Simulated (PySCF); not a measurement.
**Computed properties of Mg(I)(NH2) (H2IMgN), SMILES [NH2][Mg][I]**

Mg(I)(NH2) (H₂IMgN), SMILES [NH2][Mg][I]. Geometry: PBE0-D3(BJ)/def2-TZVP. The def2 effective core potentials stand for the cores of I; spin–orbit coupling is left out. One conformer was computed; it need not be the lowest. All values are computed for the isolated molecule unless a solvent is named; none is compared with measurement here.

**Structure.** The optimised structure has C2v symmetry. All 9 harmonic modes at PBE0-D3(BJ)/def2-TZVP (PySCF) are real, so it is a minimum. With heavy atoms numbered as in [Mg:1]([I:2])[NH2:3], the shortest bond between them is Mg1–N3 at 1.875 Å and the longest Mg1–I2 at 2.542 Å.

**Vibrations.** The strongest infrared lines (harmonic, unscaled, degenerate partners summed) lie at 739 cm⁻¹ (139 km/mol, Mg 48 %, N 45 %), 281 cm⁻¹ (122 km/mol, H 83 %, N 17 %), 538 cm⁻¹ (72 km/mol, H 81 %, N 15 %). The softest mode is at 107 cm⁻¹ and the zero-point energy is 15.5 kcal/mol.

**Electronic structure.** HF/def2-TZVPD (PySCF) places the frontier levels at -9.88 and 0.70 eV, a gap of 10.58 eV, and gives a dipole moment of 2.08 D and a mean polarisability of 64.1 bohr³.

**Excitations.** TDA-CAM-B3LYP/def2-SVPD (PySCF) has S1 at 4.32 eV (287 nm, f = 0.035, weak); the most intense of the 10 singlets computed lies at 6.55 eV (f = 0.13). T1 (TDA) is at 3.94 eV, 0.38 eV under S1. No vertical singlet excitation falls in the visible range (under 3.1 eV).
